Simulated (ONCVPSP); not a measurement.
# An all-electron radial function and its pseudo partner (B)

Columns: radius, all-electron u(r) and pseudo u(r) of the 2s shell (level -9.44 eV) of boron in the configuration [He] 2s2 2p1; PBE, scalar-relativistic, ONCV scheme, ONCVPSP 4.0.1.

```csv
r (bohr),all-electron,pseudo
0.170,-0.3064,0.0807
0.340,-0.1686,0.1723
0.510,0.0708,0.2715
0.680,0.2967,0.3729
0.850,0.4752,0.4796
1.020,0.6034,0.5880
1.190,0.6843,0.6763
1.360,0.7258,0.7249
1.530,0.7366,0.7366
1.700,0.7247,0.7247
1.870,0.6971,0.6970
2.040,0.6590,0.6590
2.210,0.6149,0.6149
2.380,0.5677,0.5677
2.550,0.5197,0.5197
2.720,0.4726,0.4726
2.890,0.4273,0.4273
3.060,0.3846,0.3846
3.230,0.3449,0.3449
3.400,0.3083,0.3083
3.570,0.2748,0.2748
3.740,0.2444,0.2444
3.910,0.2170,0.2170
4.080,0.1923,0.1923
4.250,0.1702,0.1702
4.420,0.1504,0.1504
```

Q: How many radial nodes do the two functions have?

A: The all-electron 2s function has n − l − 1 = 1; the pseudo-wave has 0, since the states of the same l below it are removed with the core.

Q: At about which radius was the pseudo-wave matched?

A: 1.55 bohr, where the columns begin to agree (steps of 0.17 bohr).

Q: Is the pseudo-wave norm-conserving?

A: Yes: the ONCV scheme keeps the norm inside the radius equal to the all-electron one, which fixes the energy derivative of the logarithmic derivative at the level.
